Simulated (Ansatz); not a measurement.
Relaxation of PPPSb tetrahedron (SbP3) with RKS PBE0-D4/def2-SVP.

```sh
$ ansatz run in.yaml --threads 4 --pin off --events-out ev --progress --plain --max-ram 3916MiB
```

```yaml
crystal:
  periodic: [false, false, false]
  atoms:
    - {symbol: P, position_ang: [-0.406140, -0.640660, -1.133770]}
    - {symbol: P, position_ang: [-0.835320, 1.071530, 0.119060]}
    - {symbol: P, position_ang: [-0.349160, -0.834030, 1.019520]}
    - {symbol: Sb, position_ang: [1.590620, 0.403160, -0.004810]}
basis:
  gaussian: {orbitals: def2-SVP}
hamiltonian: {xc: pbe0, dispersion: d4}
scf: {omitted_lower_state_checks: [starts]}
output: {orbitals: {seedname: orbitals}}
relax: {f_tol: 0.02, max_steps: 100}
```

Hardware: 4 threads of Intel Xeon on a shared host. Wall time 21 s.

Positions (Å) and forces (eV/Å) at steps 1, 2, 3 of 3:

```xyz
4
step=1 energy=-34386.5943 eV
P    -0.406   -0.641   -1.134    0.095   -0.467   -1.074
P    -0.835    1.072    0.119   -0.314    1.128    0.098
P    -0.349   -0.834    1.020    0.140   -0.682    0.984
Sb    1.591    0.403   -0.005    0.080    0.021   -0.008
4
step=2 energy=-34386.6408 eV
P    -0.403   -0.648   -1.152    0.048   -0.134   -0.317
P    -0.839    1.091    0.121   -0.065    0.337    0.029
P    -0.346   -0.846    1.037    0.074   -0.189    0.284
Sb    1.588    0.402   -0.006   -0.057   -0.015    0.005
4
step=3 energy=-34386.6462 eV
P    -0.400   -0.652   -1.162    0.002    0.003    0.008
P    -0.840    1.102    0.121    0.005   -0.008    0.000
P    -0.342   -0.851    1.045    0.001    0.006   -0.008
Sb    1.582    0.401   -0.005   -0.007   -0.002    0.000
```

In the def2 sets Sb takes a core potential; there is no spin–orbit coupling.
